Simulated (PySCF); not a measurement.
Arsenic: a sound run and one with changed settings

Sound run: As(2+) [Ar] 3d10 4s2 4p1, As(3+) [Ar] 3d10 4s2. All numbers are calculated (PySCF 2.14, scalar relativity by spin-free X2C-1e, in x2c-TZVPall). In the sound run the correlated levels freeze [Ar] 3d10. The sound run starts from symmetry-adapted Hartree-Fock orbitals and uses a fine grid where one is needed.

Changed run: no relativity, point nucleus. This setting is unsound on purpose.

```json
{"species": "As(2+)", "method": "UHF", "sound run (hartree)": "-2258.00411", "changed run (hartree)": "-2221.69896", "converged": "yes"}
{"species": "As(2+)", "method": "PBE0", "sound run (hartree)": "-2259.38478", "changed run (hartree)": "-2223.09927", "converged": "yes"}
{"species": "As(2+)", "method": "MN15", "sound run (hartree)": "-2261.04794", "changed run (hartree)": "-2224.84387", "converged": "yes"}
{"species": "As(2+)", "method": "MP2", "sound run (hartree)": "-2258.04312", "changed run (hartree)": "-2221.73886", "converged": "yes"}
{"species": "As(2+)", "method": "CCSD(T)", "sound run (hartree)": "-2258.05752", "changed run (hartree)": "-2221.75423", "converged": "yes"}
{"species": "As(3+)", "method": "UHF", "sound run (hartree)": "-2256.99753", "changed run (hartree)": "-2220.69244", "converged": "yes"}
{"species": "As(3+)", "method": "PBE0", "sound run (hartree)": "-2258.35425", "changed run (hartree)": "-2222.06844", "converged": "yes"}
{"species": "As(3+)", "method": "MN15", "sound run (hartree)": "-2260.01448", "changed run (hartree)": "-2223.80999", "converged": "yes"}
{"species": "As(3+)", "method": "MP2", "sound run (hartree)": "-2257.02690", "changed run (hartree)": "-2220.72283", "converged": "yes"}
{"species": "As(3+)", "method": "CCSD(T)", "sound run (hartree)": "-2257.03744", "changed run (hartree)": "-2220.73428", "converged": "yes"}
```

Ionisation energy of As(2+):

| method | sound run (eV) | changed run (eV) |
| --- | --- | --- |
| UHF | 27.391 | 27.389 |
| PBE0 | 28.042 | 28.050 |
| MN15 | 28.122 | 28.133 |
| MP2 | 27.653 | 27.648 |
| SCS-MP2 | 27.645 | 27.640 |
| CCSD | 27.739 | 27.734 |
| CCSD(T) | 27.758 | 27.754 |

Most of the change in total energy is the relativistic energy itself. On top of that the contraction fixes the core shape for the Hamiltonian it was made with, so the changed run is not a good calculation with the other Hamiltonian either.

For comparison, NIST gives 28.349 ± 0.012 eV between the lowest levels.
